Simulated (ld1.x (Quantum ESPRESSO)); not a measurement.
# silicon (Si): RRKJ pseudisation with PBEsol, non-relativistic reference atom.

```
Element                 : Si (Z = 14)
Generator               : ld1.x (Quantum ESPRESSO) 7.5
Type                    : norm-conserving RRKJ (Kleinman–Bylander form)
Functional              : PBEsol
Relativity              : non-relativistic
Frozen core             : [Ne]
Valence charge          : 4
Reference configuration : 3s2 3p1 (charge +1)
Partial waves           : 3p (bound): rc 1.55 bohr; 3d channel at -0.05 Ry: rc 1.35 bohr; 3s (bound): rc 1.55 bohr
Local potential         : the s channel
Core correction         : a·sin(br)/r model core, default radius (core density twice the valence density)
```

All-electron outer shells of the reference configuration (PBEsol, non-relativistic, ld1.x):

```tsv
shell	level (eV)	outermost node (bohr)	outermost maximum (bohr)
3s	-18.94	0.72	1.75
3p	-11.64	0.71	2.04
```

Does the generator finish with these settings?

Yes, a potential is produced and its reference levels are reproduced.

Estimate the cutoffs (Ry, on a coarse ladder) from which the occupation-weighted sum of valence levels, in a spherical-Bessel basis at the reference potential, stays within 10 and 1 mRy of its value at 400 Ry.

25 Ry and 40 Ry.

Does the potential have ghost states?

No extra level below or beside the all-electron valence levels (p, d, s, f tested).

Tests: 3s2 3p2; 3s2 3p0; 3s1 3p0; 3s1 3p2; 3s2 3p1.5; 3s1 3p3; 3s0 3p4. Which has the largest error in its energy relative to the reference configuration, and how large is it?

3s1 3p0, with +33 meV (all-electron minus pseudo) on +49.80 eV.
